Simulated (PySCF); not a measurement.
Species: MoH₄ (triplet state).
Hydrogens: H2, H3, H4, H5 on Mo1.

A GFN2-xTB structure was refined with PBE0-D3(BJ)/def2-SVP geometry optimisation, gas phase, def2 core potentials past Kr in PySCF. Its GFN2-xTB values:

```csv
coordinate,GFN2-xTB
Mo1–H2,1.673 Å
H2–Mo1–H3,109.6°
```

Question: How do these coordinates change at the PBE0-D3(BJ)/def2-SVP level?

Answer: 
```json
{"coordinate": "Mo1–H2", "PBE0-D3(BJ)/def2-SVP (Å or °)": "1.687", "change": "+0.014"}
{"coordinate": "H2–Mo1–H3", "PBE0-D3(BJ)/def2-SVP (Å or °)": "109.5", "change": "-0.1"}
```

The energy falls by 0.006 eV over 4 energy and gradient evaluations, the largest force component goes from 0.0040 to 3.3e-05 Eh/bohr, and the atoms move by 0.012 Å rms after alignment. Among the bonds, Mo1–H2, Mo1–H3, Mo1–H4 and Mo1–H5 change most and about equally (+0.014 Å). Bonds longer at the end by more than 0.005 Å: 4 of 4; shorter: 0.

The run used 51 basis functions and 25 SCF cycles in all.

Not checked by PBE0-D3(BJ)/def2-SVP frequencies. ⟨S²⟩ = 2.029 (exact for a triplet: 2.00).

Neither the SCF state along the optimisation nor the shape of the open-shell metal species was proved the lowest: other solutions of the same spin, or a structure of lower symmetry, can lie below.
